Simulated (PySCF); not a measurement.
Isomers of C4H10OSi, one GFN2-xTB conformer each. Single-point energies are computed at PBE0/pcSseg-1 (PySCF, gas phase, no added dispersion term), electronic only.

Problem. Rank them by PBE0/pcSseg-1 energy, lowest first (kcal/mol).
A. `[SiH3:1][O:2][CH2:3][CH:4]1[CH2:5][CH2:6]1` with Si1–O2–C3–C4 178°, O2–C3–C4–C5 -86°
B. `[CH2:1]=[CH:2][Si:3]([CH3:4])([CH3:5])[OH:6]` with C1–C2–Si3–C4 -107°, C2–Si3–O6–H 63°

Solution. B (0.0), A (40.6).

As drawn, the lower has an O–H bond, an Si–C bond and a C=C bond outside aromatic rings, which the higher lacks; the higher has a three-membered ring, which the lower lacks. GFN2-xTB itself gives, in the same order: 25.3, 0.0. GFN2-xTB puts [SiH3]OCC1CC1 lowest instead.

Problem. Which frontier levels, dipoles and rotational constants go with these structures?

Solution. 
| SMILES | HOMO (eV, PBE0/pcSseg-1) | LUMO (eV) | dipole (D) | A, B, C (MHz) |
| --- | --- | --- | --- | --- |
| C=C[Si](C)(C)O | -7.71 | -0.12 | 1.26 | 3287, 2030, 1925 |
| [SiH3]OCC1CC1 | -7.93 | 0.50 | 1.00 | 10806, 1165, 1123 |
